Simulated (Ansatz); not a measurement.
Reaction (formal exchange of groups at a Ga–C bond): `[NH2][GaH][CH2]F` + `CC` → `C[CH2][GaH][NH2]` + `CF`

Gas-phase electronic energies from Ansatz, PBE0-D4/def2-TZVP geometries. CCSD(T)/CBS adds triple-zeta CCSD(T) − MP2 to the extrapolated MP2 energy (def2 sets, frozen cores). This one scheme is used for every species. Functionals use def2-TZVPP. B3LYP here is the variant with VWN-RPA as its local correlation; programs differ in this. For Ga outer-core shells are correlated without core-valence functions, which leaves a few kJ/mol of doubt a bond. Scalar relativity is left out up to krypton. One conformer a species, not always the lowest.

`[NH2][GaH][CH2]F`:

Z-matrix (Å, degrees):
```
C
Ga 1 1.989
F 1 1.393 2 111.3
H 1 1.096 2 111.3 3 -120.3
H 1 1.096 2 111.3 3 120.3
N 2 1.816 1 116.3 3 180.0
H 2 1.559 1 126.0 3 -0.1
H 6 1.006 2 125.0 1 -0.0
H 6 1.006 2 123.4 1 179.9
```

`CC`:

Cartesian coordinates in Å:
```
C -0.684 0.330 -0.005
C 0.684 -0.330 0.005
H -0.858 0.871 -0.938
H -1.483 -0.406 0.101
H -0.787 1.047 0.813
H 0.858 -0.871 0.938
H 1.483 0.407 -0.101
H 0.787 -1.047 -0.813
```

`C[CH2][GaH][NH2]`:

```xyz
12

C    -1.036    1.147    0.276
C    -0.519   -0.046    1.071
Ga    0.826   -1.137    0.130
N     1.277   -0.614   -1.554
H    -1.508    0.834   -0.659
H    -0.228    1.836    0.013
H    -1.780    1.722    0.836
H    -0.079    0.282    2.019
H    -1.345   -0.708    1.355
H     1.558   -2.414    0.666
H     1.949   -1.088   -2.132
H     0.885    0.187   -2.020
```

`CF`:

Z-matrix (Å, degrees):
```
C
F 1 1.376
H 1 1.092 2 109.1
H 1 1.092 2 109.1 3 -120.0
H 1 1.092 2 109.1 3 120.0
```

```tsv
level	ΔE (kJ/mol)	difference from CCSD(T)/CBS
PBE-D4	-6.5	6.6
r2SCAN-D4	-7.4	5.7
PBE0-D4	-8.8	4.3
B3LYP-D4	-7.5	5.6
ωB97X-V	-7.3	5.8
ωB97M-V	-7.5	5.6
B2PLYP	-7.0	6.1
PBE	-3.4	9.7
r2SCAN	-6.5	6.6
PBE0	-6.1	7.0
B3LYP	-2.6	10.5
HF/def2-TZVPP	-6.4	6.7
MP2/def2-TZVPP	-15.1	-2.0
SCS-MP2/def2-TZVPP	-12.9	0.2
CCSD/def2-TZVPP	-11.1	2.0
CCSD(T)/def2-TZVPP	-11.9	1.2
HF/def2-QZVPP	-6.3	6.8
MP2/def2-QZVPP	-15.7	-2.6
SCS-MP2/def2-QZVPP	-13.2	-0.1
HF/CBS(def2)	-6.3	6.8
MP2/CBS(def2)	-16.3	-3.2
CCSD/CBS(def2)	-12.2	0.9
CCSD(T)/CBS	-13.1	0
```

Largest T1 diagnostic among the species: 0.013.

In def2-TZVPP, CCSD(T) changes the Hartree–Fock value by −5.5 kJ/mol (the triples alone add −0.9 kJ/mol) and MP2 by −8.7 kJ/mol. The D4 term adds −4.9 kJ/mol with B3LYP and −2.8 kJ/mol with PBE0; it sums over pairs of atoms, weighted by their polarisabilities, and B3LYP, whose exchange is more repulsive, gets the larger term.
